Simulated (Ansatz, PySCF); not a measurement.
This Ansatz (a first-principles code) input computes a PBE/def2-TZVPD energy:

Ansatz 0.2 input:
```yaml
crystal:
  periodic: [false, false, false]
  atoms:
    - {symbol: C, position_ang: [-1.97981384, 0.31345445, 0.08106135]}
    - {symbol: C, position_ang: [-0.59520771, 0.33550821, 0.22445860]}
    - {symbol: C, position_ang: [0.41655720, -0.47129340, -0.27200996]}
    - {symbol: C, position_ang: [1.87146543, -0.19567638, -0.05193242]}
    - {symbol: H, position_ang: [-2.60393903, 1.02062362, 0.61400246]}
    - {symbol: H, position_ang: [-2.48447479, -0.44772868, -0.50777386]}
    - {symbol: H, position_ang: [-0.22722236, 1.15471460, 0.85683163]}
    - {symbol: H, position_ang: [0.16332696, -1.30682459, -0.92435528]}
    - {symbol: H, position_ang: [1.99224342, 0.62843535, 0.66328125]}
    - {symbol: H, position_ang: [2.44082811, 0.10710347, -0.95719285]}
    - {symbol: H, position_ang: [2.44123108, -1.04828114, 0.36574115]}
basis:
  gaussian:
    orbitals: def2-TZVPD
hamiltonian:
  xc: {name: PBE}
total_charge: -1
output: {forces: true}
```

Question: Write an input for the same energy in PySCF and say what it gives.

Answer: 
```python
from pyscf import gto, scf, dft

mol = gto.M(
    atom='''
    C    -1.97981384    0.31345445    0.08106135
    C    -0.59520771    0.33550821    0.22445860
    C     0.41655720   -0.47129340   -0.27200996
    C     1.87146543   -0.19567638   -0.05193242
    H    -2.60393903    1.02062362    0.61400246
    H    -2.48447479   -0.44772868   -0.50777386
    H    -0.22722236    1.15471460    0.85683163
    H     0.16332696   -1.30682459   -0.92435528
    H     1.99224342    0.62843535    0.66328125
    H     2.44082811    0.10710347   -0.95719285
    H     2.44123108   -1.04828114    0.36574115
    ''',
    basis='def2-tzvpd',
    charge=-1,
    spin=0,
    verbose=4,
)

mf = dft.RKS(mol, xc='pbe').density_fit(auxbasis='def2-universal-jkfit')
mf.grids.level = 3
mf.conv_tol = 1e-9
mf.max_cycle = 100
mf.max_memory = 1500
mf.kernel()
if not mf.converged:
    mf = mf.newton()
    mf.kernel(mf.make_rdm1())
mf.analyze()
```
It gives -156.41996 Eh, and Ansatz -156.41986 Eh, a difference of 0.10 mEh, from the treatment of integrals and grids.

It need not be the lowest isomer of its formula. Whether it binds its extra electron was not tested at this geometry.
